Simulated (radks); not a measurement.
Values are calculated unless marked as measured or tabulated.
Problem. The krypton ion Kr3+, [Ar] 3d10 4s2 4p3. Code: a radial shooting solver on a logarithmic mesh with Libxc functionals. Model: non-relativistic Kohn-Sham, exchange-only LDA, spin-polarised, spherical densities, point nucleus. Every spin shell is full or empty, so the densities are truly spherical. Functionals are evaluated on that one density, not self-consistently. Rank these exchange functionals by their error against the exact value of the orbitals, and give that value: LDA, PBEsol, PW91, PW86, AM05, SOGGA, B86b, TPSS, TASK.

Solution. Exact: -92.6390 hartree. From best to worst, with 100 (|E| - |E exact|)/|E exact| (equal figures are ties): PW91 +0.05, PW86 +0.07, TPSS -0.07, B86b +0.10, TASK -2.40, PBEsol -2.50, SOGGA -2.51, AM05 -5.07, LDA -5.53.
